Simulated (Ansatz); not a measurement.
`CN[SiH2][AsH2]` + `C[SeH]` → `C[Se][AsH2]` + `CN[SiH3]`  (cleavage of the As–Si bond)

Gas-phase electronic energies from Ansatz, PBE0-D4/def2-TZVP geometries. CBS: MP2 limit from def2 TZ/QZ plus the TZ coupled-cluster correction, frozen cores. Functionals use def2-TZVPP. B3LYP here is the variant with VWN-RPA as its local correlation; programs differ in this. For As, Se outer-core shells are correlated without core-valence functions, which leaves a few kJ/mol of doubt a bond. Scalar relativity is left out up to krypton. One conformer a species, not always the lowest.

| level | ΔE (kJ/mol) | difference from CCSD(T)/CBS |
| --- | --- | --- |
| LDA (SPW92) | 4.6 | 6.6 |
| revPBE-D4 | -3.5 | -1.5 |
| B3LYP-D4 | -7.9 | -5.9 |
| BLYP | -10.5 | -8.5 |
| PBE0 | -1.3 | 0.7 |
| RPA@PBE/def2-TZVPP | -3.6 | -1.6 |
| CCSD/def2-SVP | -0.6 | 1.4 |
| CCSD(T)/def2-SVP | -0.8 | 1.2 |
| MP2/def2-TZVPP | -3.2 | -1.2 |
| CCSD/CBS(def2) | -2.1 | -0.1 |
| CCSD(T)/CBS | -2.0 | 0 |

Largest T1 diagnostic among the species: 0.011.

In def2-TZVPP, CCSD(T) changes the Hartree–Fock value by +10.6 kJ/mol (the triples alone add +0.1 kJ/mol) and MP2 by +8.2 kJ/mol. Leaving LDA and LC-ωPBE aside and taking each functional with its dispersion term where it has one, the values, not all of them listed here, spread over 9.1 kJ/mol, from BLYP-D4 to PBE0-D4. LDA lies +7.0 kJ/mol from PBE without D4.

CCSD(T)/CBS has its own doubt, a few kJ/mol and more with outer-core shells, so smaller differences from it don't rank the levels.
